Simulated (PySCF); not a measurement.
C₄H₂BrF, SMILES C#C/C=C(\F)Br.

The structure is a stationary point at PBE-D3(BJ)/def2-SVP. The structure was generated by enumeration; whether it is a known compound was not checked.

Computed with PySCF with PBE/def2-TZVP.

- total energy: -2826.95397 hartree
- point group: Cs
- highest occupied level: -5.96 eV
- lowest empty level: -2.21 eV
- orbital gap: 3.75 eV
- dipole moment: 0.75 D
- quadrupole, principal values (traceless, Buckingham form, about the centre of nuclear charge): -5.19, -2.91, 8.09 D·Å
- mean static polarisability: 74.5 bohr³ (11.03 Å³)
- polarisability, principal values: 40.7, 52.5, 130.2 bohr³
